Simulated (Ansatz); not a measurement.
Ideal-gas functions of CH$_{4}$InO, SMILES `C[O][InH]` radical at 298.15 K and 1 bar, from an Ansatz frequency run at PBE0-D4/def2-TZVP.

Molar mass 146.86 g/mol, point group Cs (symmetry number 1), electronic degeneracy 2, moments of inertia 13.615, 159.877, 170.325 u Å². Harmonic wavenumbers (cm⁻¹, unscaled): 91, 168, 178, 413, 511, 1103, 1161, 1191, 1472, 1483, 1495, 1541, 2957, 3020, 3043.

Use S(trans) = R[1.5 ln M + 2.5 ln T − 1.1517]; rotational temperatures θ = 24.2544 K / I; S(rot) = R[ln(√π/σ · √(T³/θAθBθC)) + 1.5]; for each mode x = 1.438777 ν̃/T, S = R[x/(eˣ − 1) − ln(1 − e⁻ˣ)] and H = RT x/(eˣ − 1); 1 cm⁻¹ = 0.0119627 kJ/mol; R = 8.31446 J/(mol·K).

Question: By hand: the entropy, in J/(mol·K).

Answer: Translation 171.1. Rotation: θ = 1.7814, 0.1517, 0.1424 K, giving 101.8. Vibration, mode by mode: 15.22, 10.28, 9.83, 3.83, 2.64, 0.26, 0.20, 0.18, 0.06, 0.05, 0.05, 0.04, 0.00, 0.00, 0.00, in all 42.7. Electronic 5.8. Sum 321.4 J/(mol·K).

Question: By hand: H − E and G − E in kJ/mol, counted from the electronic energy.

Answer: Zero-point energy ½ × 19827 × 0.0119627 = 118.6; thermal vibration 6.7; translation, rotation and pV give 4 RT = 9.9. H − E = 135.2 kJ/mol, and G − E = 135.2 − 298.15 × 321.4/1000 = 39.4 kJ/mol.

Vibration gives 13 % of the entropy, 15.2 J/(mol·K) of it from the mode under 150 cm⁻¹: soft modes count most, and the harmonic formula is weakest for them.
